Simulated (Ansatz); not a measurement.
Two isomers of CH7AlOSn: A = `[CH3][SnH2][O][AlH2]`, B = `[CH3][AlH][SnH2][OH]`.

Gas-phase electronic energies from Ansatz, PBE0-D4/def2-TZVP geometries. CCSD(T)/CBS is the MP2 limit (def2-TZVPP, def2-QZVPP) plus CCSD(T) − MP2 in def2-TZVPP, frozen cores. Functionals use def2-TZVPP. B3LYP here is the variant with VWN-RPA as its local correlation; programs differ in this. Elements past krypton have def2 core potentials. For Sn outer-core shells are correlated without core-valence functions, which leaves a few kJ/mol of doubt a bond. One conformer a species, not always the lowest.

(1) Which isomer does CCSD(T)/CBS put lower? Give the gap. (Best estimate.)

(2) Give E(B) − E(A) in kcal/mol with CCSD(T)/def2-TZVPP, CCSD/def2-TZVPP, ωB97M-V, HF/def2-TZVPP, B3LYP, MP2/def2-TZVPP, PBE0-D4. (Estimate.)

Largest T1 diagnostic: 0.013.

Results:

(1) Computed: A, by 24.4 kcal/mol.

(2) The calculation gave: CCSD(T)/def2-TZVPP 25.3, CCSD/def2-TZVPP 25.4, ωB97M-V 23.8, HF/def2-TZVPP 27.4, B3LYP 22.6, MP2/def2-TZVPP 26.5, PBE0-D4 19.7. None reverses the order clearly.

From PBE to PBE0 (25 % exact exchange), in def2-TZVPP and without D4, E(B) − E(A) moves by +1.4 kcal/mol. In def2-TZVPP, CCSD(T) changes the Hartree–Fock value by −2.1 kcal/mol (the triples alone add −0.1 kcal/mol) and MP2 by −0.9 kcal/mol.
